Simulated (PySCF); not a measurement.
Input file for PySCF: R-B3LYP/LANL2DZ on H4OSi (SMILES O[SiH3]), a point of a torsion scan.

```python
from pyscf import gto, scf, dft, mp
from pyscf.data.elements import chemcore

mol = gto.M(
    atom='''
    O     1.08810377   -0.49503822   -0.25946606
    Si   -0.42465753    0.02514238    0.02913863
    H     1.85714153    0.01763747   -0.03001529
    H    -0.53063044    1.45711689   -0.25872122
    H    -0.76624180   -0.19392312    1.43604398
    H    -1.21216087   -0.80150277   -0.87068293
    ''',
    basis='lanl2dz',
    ecp={'Si': 'lanl2dz'},
    charge=0, spin=0, verbose=3, max_memory=1800)
mf = dft.RKS(mol, xc='b3lyp')
mf.conv_tol = 1e-8
mf.max_cycle = 100
mf.kernel()
if not mf.converged:
    mf = mf.newton().run(mf.mo_coeff, mf.mo_occ)
```

The log:

```
converged SCF energy = -81.507947129392
```

The run converged.

Cost: roughly 2.5 core-seconds.
